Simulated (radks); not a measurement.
Q: Pt71+, configuration [He] 2s2 2p3. All-electron calculation, scalar-relativistic Kohn-Sham, exchange-only LDA, spin-polarised, spherical densities, point nucleus; open shells are filled with parallel spins first (spin-orbit coupling, left out, can overturn this in heavy ions). Program: a radial shooting solver on a logarithmic mesh with Libxc functionals. Some entries of the table are withheld. Estimate them.

orbital,occ.,eigenvalue (hartree),<r^2> (bohr^2)
1s up,1,-3167.310,0.0004046
1s down,1,-3164.880,0.0004040
2s up,1,(1),0.005838
2s down,1,(2),0.005862
2p up,3,-699.6307,0.004795
2p down,0,-695.2645,0.004822
3s up,0,-321.2098,0.03137
3s down,0,-320.1168,0.03154
3p up,0,-302.6942,0.03035
3p down,0,-301.4894,0.03056

A: 
(1) 2s up eigenvalue (hartree): -762.4636
(2) 2s down eigenvalue (hartree): -758.6950
